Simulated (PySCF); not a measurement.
**Polarisability and C₆ of Xe³⁺ (xenon, charge +3)**

[Kr] 4d10 5s2 5p3, high-spin 4S determinant. All numbers are calculated (PySCF 2.14, scalar relativity through the core potential, in aug-cc-pwCVQZ-PP with ECP28MDF (10s10p8d6f4g1h, 169 functions)). Coupled (time-dependent) response in atomic units; α is the mean over directions.

| method | mean α (bohr³) | C₆ (like pair) | S(−4) |
| --- | --- | --- | --- |
| UHF | 9.731 | 57.93 | 19.01 |

S(−4) is the Cauchy moment in α(ω) = α(0) + S(−4) ω² + …

α(iu) at UHF:

```json
{"u (hartree)": "0", "α(iu) (bohr³)": "9.731"}
{"u (hartree)": "0.0500", "α(iu) (bohr³)": "9.683"}
{"u (hartree)": "0.100", "α(iu) (bohr³)": "9.545"}
{"u (hartree)": "0.200", "α(iu) (bohr³)": "9.041"}
{"u (hartree)": "0.300", "α(iu) (bohr³)": "8.332"}
{"u (hartree)": "0.500", "α(iu) (bohr³)": "6.744"}
{"u (hartree)": "0.750", "α(iu) (bohr³)": "5.036"}
{"u (hartree)": "1.00", "α(iu) (bohr³)": "3.821"}
{"u (hartree)": "1.50", "α(iu) (bohr³)": "2.422"}
{"u (hartree)": "2.00", "α(iu) (bohr³)": "1.710"}
{"u (hartree)": "3.00", "α(iu) (bohr³)": "1.026"}
{"u (hartree)": "5.00", "α(iu) (bohr³)": "0.5066"}
```

A single London oscillator, α(iu) = α/(1 + u²/ω²), gives C₆ = (3/4) ω α². Matching the computed C₆ needs ω = 4 × 57.93 / (3 × 9.731²) = 0.816 hartree.

For an ion, C₆ is the dispersion term alone; charge-induced terms of lower order in 1/R come first.

Energies and moments cover only the electrons outside the core potential.
